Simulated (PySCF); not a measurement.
Compound: C7H16B2.
Numbering: `[CH3:1][B:2]([CH3:3])[C@H:4]1[CH2:5][BH:6][CH2:7][CH2:8][CH2:9]1` (hydrogens: H10, H11, H12 on C1; H13, H14, H15 on C3; H16 on C4; H17, H18 on C5; H19 on B6; H20, H21 on C7; H22, H23 on C8; H24, H25 on C9)

Computed with PBE0-D3(BJ)/def2-SVP geometry optimisation, gas phase (PySCF).

What internal coordinates does the optimisation give?

```tsv
bond	length (pm)
C1–B2, B2–C3	157.4
B2–C4	157.8
C4–C5	155.3
C5–B6	156.6
B6–C7	156.2
C7–C8	152.9
C8–C9	152.6
C4–C9	153.0
C1–H10 and 5 like bonds	110.3
C4–H16	110.7
C5–H17	111.6
C5–H18	110.3
B6–H19	121.6
C7–H20	110.3
C7–H21	111.5
C8–H22	110.5
C8–H23	110.3
C9–H24	110.6
C9–H25	110.3
```

Bonds in one row agree within 1 pm and their mean is given. A selection of angles:
```tsv
angle	degrees
C1–B2–C3	120.9
C1–B2–C4	120.2
B2–C4–C5	103.3
B2–C4–C9	117.5
C5–C4–C9	111.1
C4–C5–B6	115.4
C5–B6–C7	120.1
B6–C7–C8	115.5
C7–C8–C9	112.4
C4–C9–C8	112.9
```

Torsions: C1–B2–C4–C5 -93° (anticlinal); B2–C4–C5–B6 165° (antiperiplanar); C4–C5–B6–C7 -20° (synperiplanar); C5–B6–C7–C8 19° (synperiplanar); B6–C7–C8–C9 -38° (synclinal); C7–C8–C9–C4 60° (synclinal); B2–C4–C9–C8 -179° (antiperiplanar).

The 6-membered ring C4–C5–B6–C7–C8–C9 has internal angles of 111.1° to 120.1°; it is puckered, 0.20 Å rms from its mean plane, widest ring torsion 60°. The C–C distances run from 1.526 Å (C8–C9, drawn single) to 1.553 Å (C4–C5, drawn single), a spread of 0.027 Å. B6 (three-coordinate boron) is planar (angles 120.2°, 120.1° and 119.4°, sum 359.7°, 0.05 Å off the plane of its three neighbours). B2 (three-coordinate boron) is planar (angles 120.9°, 120.2° and 118.9°, sum 360.0°, 0.01 Å off the plane of its three neighbours). Of the pairs four or more bonds apart, C1···H24 is among the closest relative to their van der Waals radii: 2.85 Å, 98 % of the sum of Bondi's values.

Point group: C1 (no symmetry element, even within 0.4 Å). No frequency check. One conformer, not necessarily the lowest.
